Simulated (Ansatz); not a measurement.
System: sum formula H₅SiSO₃, net charge 1, singlet state. It need not be the lowest isomer of its formula. 
Geometry from a B3LYP-D3(BJ)/def2-TZVP (Ansatz, a first-principles code) optimisation:
```
Si
O 1 1.6033
H 2 0.9626 1 125.55
O 1 1.6056 2 120.04 3 -105.71
H 4 0.9623 1 125.55 2 94.16
O 1 1.8237 2 95.27 3 158.47
H 6 0.9728 1 119.16 2 -20.56
H 6 0.9735 7 111.47 1 -141.98
S 1 2.0770 2 112.93 3 42.46
H 9 1.3475 1 94.25 2 -171.34
```
Charge +1, spin multiplicity 1.

Basis-set convergence of Hartree-Fock and MP2 correlation energies (hartree) with Ansatz. Valence correlation only, unless marked. Spin-orbit coupling is left out. Non-relativistic.

| basis | functions | E(HF) | E(corr, MP2) |
|---|---|---|---|
| cc-pV(D+d)Z | 113 | -913.90518 | -0.79008 |
| cc-pV(T+d)Z | 238 | -914.03110 | -1.01205 |
| cc-pV(Q+d)Z | 443 | -914.05759 | -1.09435 |

Extrapolating the two largest sets (X = 3 and 4) as X^-3: E(corr) = (64·(-1.09435) - 27·(-1.01205))/37 = -1.1544 Eh, an estimate of the basis-set limit. The largest set recovers 94.8 % of it, the smallest 68.4 %.
